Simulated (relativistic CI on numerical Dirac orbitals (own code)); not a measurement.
# Ti4+ in a cubic cluster: 3s photoemission with charge transfer

Computed with a charge-transfer multiplet model of a cubic metal-ligand cluster with up to 2 ligand holes, Slater and spin-orbit integrals from Dirac-Coulomb-Breit ions, Slater integrals scaled by 0.8. The ground state mixes d0 with configurations of k ligand holes L, whose averages lie at kΔ + k(k − 1)U_dd/2; a core hole lowers each added d electron by U_cd. 300 K, Lorentzian 1.4 eV and Gaussian 0.8 eV FWHM.

Atomic integrals in eV (Slater integrals scaled, ζ unscaled), ground: F2dd 6.578, F4dd 4.090, zeta_d 0.013; with the core hole: F2dd 6.578, F4dd 4.090, zeta_d 0.022, G2cd 8.461. Where a configuration has fewer than two d electrons, the dd integrals are those of d2.

Cluster parameters (eV): Δ = 1.6, U_dd = 5.6, 10Dq = 2, 10Dq(ligand) = 0.6, V(eg) = 2.75, V(t2g) = -1.3, final-state hopping factor = 1.

| Case | n_d | d0 | d1L | d2L2 | S |
| --- | --- | --- | --- | --- | --- |
| U_cd = 5.3 eV | 0.76 | 0.36 | 0.51 | 0.13 | 0.00 |
| U_cd = 6.5 eV | 0.76 | 0.36 | 0.51 | 0.13 | 0.00 |
| U_cd = 7.1 eV | 0.76 | 0.36 | 0.51 | 0.13 | 0.00 |
| U_cd = 8.3 eV | 0.76 | 0.36 | 0.51 | 0.13 | 0.00 |
| U_cd = 8.9 eV | 0.76 | 0.36 | 0.51 | 0.13 | 0.00 |

Weights, n_d and S are thermal averages at 300 K. Binding energies count from the first peak over 30 % of the highest in each spectrum, which can be another peak from case to case. The parameters are a model scan and need not match a compound or its usual spin state. Peaks in eV (height, largest 100):
- U_cd = 5.3 eV: 0.0 (100), 6.1 (6), 7.6 (6), 12.7 (8)
- U_cd = 6.5 eV: 0.0 (100), 5.8 (7), 7.3 (7), 13.1 (12)
- U_cd = 7.1 eV: 0.0 (100), 5.7 (7), 7.2 (8), 13.3 (13)
- U_cd = 8.3 eV: 0.0 (100), 2.8 (14), 5.6 (8), 7.0 (9), 14.0 (18)
- U_cd = 8.9 eV: 0.0 (100), 2.7 (16), 5.4 (9), 6.8 (9), 14.1 (20), 17.4 (5)

Curve for U_cd = 7.1 eV (points under 2 left out, the grid thinned):

```tsv
E (eV)	Intensity
-3.7	4.4
-3.2	5.8
-2.7	8.1
-2.3	11.0
-1.8	17.5
-1.3	31.0
-0.8	58.4
-0.4	87.1
0.1	98.3
0.6	68.5
1.1	37.4
1.5	23.7
2.0	15.5
2.5	12.6
3.0	12.2
3.5	11.1
3.9	8.9
4.4	6.7
4.9	6.3
5.4	6.9
5.8	7.1
6.3	6.7
6.8	7.2
7.3	7.7
7.8	6.2
8.2	4.5
8.7	3.1
9.2	2.5
9.7	2.3
10.1	2.3
10.6	2.5
11.1	2.9
11.6	3.8
12.1	5.9
12.5	8.9
13.0	12.6
13.5	13.0
14.0	10.3
14.4	7.6
14.9	4.7
15.4	3.1
15.9	2.3
16.3	2.0
17.1	2.1
17.6	2.0
```

A d0 ion has no d-d gap: its lowest excitations are ligand-to-metal charge transfer. With the core hole the configuration with one ligand hole lies at Δ − U_cd = -3.7, -4.9, -5.5, -6.7, -7.3 eV from the one without, in the order of the table; where this is negative the screened configuration lies lower, though the effective hopping of about 6.0 eV (from the holes of the mixed ground state) mixes the two strongly wherever it is as large as the gap.

With at most 2 ligand holes the space is cut while the next configuration still counts, so covalency is underestimated, and a final configuration with one more ligand hole, which can lie low, is missing from the spectra.

Without intra-shell correlation the exchange splitting of the 3s hole comes out too large.
